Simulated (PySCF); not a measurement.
Bromine: a sound run and one with changed settings

Sound run: Br²⁺ [Ar] 3d10 4s2 4p3, Br³⁺ [Ar] 3d10 4s2 4p2. All numbers are calculated (PySCF 2.14, scalar relativity by spin-free X2C-1e, in x2c-SVPall (5s4p3d, 32 functions)). In the sound run the correlated levels freeze [Ar] 3d10. The sound run starts from symmetry-adapted Hartree-Fock orbitals and uses a fine grid where one is needed.

Changed run: the non-relativistic Hamiltonian (point nucleus). This setting is unsound on purpose.

```tsv
species	method	sound run (hartree)	changed run (hartree)	converged
Br²⁺	UHF	-2602.81535	-2556.47869	yes
Br²⁺	LDA	-2600.77815	-2554.45125	yes
Br²⁺	B3LYP	-2604.55991	-2558.22851	yes
Br²⁺	MP2	-2602.87680	-2556.54128	yes
Br²⁺	CCSD(T)	-2602.89277	-2556.55825	yes
Br³⁺	UHF	-2601.54359	-2555.20831	yes
Br³⁺	LDA	-2599.48052	-2553.15445	yes
Br³⁺	B3LYP	-2603.26831	-2556.93814	yes
Br³⁺	MP2	-2601.59140	-2555.25719	yes
Br³⁺	CCSD(T)	-2601.60923	-2555.27660	yes
```

Ionisation energy of Br²⁺:

| method | sound run (eV) | changed run (eV) |
| --- | --- | --- |
| UHF | 34.606 | 34.569 |
| LDA | 35.310 | 35.288 |
| B3LYP | 35.146 | 35.113 |
| MP2 | 34.978 | 34.942 |
| SCS-MP2 | 34.843 | 34.807 |
| CCSD | 34.923 | 34.872 |
| CCSD(T) | 34.927 | 34.875 |

Most of the change in total energy is the relativistic energy itself. On top of that the contraction fixes the core shape for the Hamiltonian it was made with, so the changed run is not a good calculation with the other Hamiltonian either.

For comparison, NIST gives 34.871 ± 0.019 eV between the lowest levels.
